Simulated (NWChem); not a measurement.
# Correlation energy of H4AsSi

```xyz
6

Si    -1.4415    -0.5646     0.0448
As     0.7455     0.3405    -0.0258
H     -1.6489    -1.3550     1.2985
H     -2.4329     0.5523     0.0081
H     -1.6806    -1.4619    -1.1289
H      1.3421    -1.0680     0.0454
```
Charge 0, spin multiplicity 2.

Everything below was run with NWChem. All single points use one geometry, from UPBE0/def2-SVP, a minimum by its harmonic frequencies.

Basis set: 3-21G. Each correlation energy counts from its own Hartree-Fock reference.

| method | correlation energy (mHa) |
|---|---|
| UMP2 | -99.8 |
| CCSD[T] on UHF | -134.1 |
| CCSD(T) on ROHF | -135.6 |
| CCSD on ROHF | -133.5 |
| CCSD on UHF | -132.0 |
| CCSD(T) on UHF | -134.0 |
| SCS-UMP2 | -108.9 |
| CCSD[T] on ROHF | -135.7 |

The values span 35.9 mHa, from CCSD[T] on ROHF (lowest) to UMP2 (highest). 

The Hamiltonian is non-relativistic. The correlated methods keep 14 core orbitals frozen. The structure started from a generated list of species. The stability of the SCF solutions was not checked. Open-shell Hartree-Fock references start from PBE0 orbitals. No row is a measurement; the coupled-cluster row has its own basis-set and correlation limits.
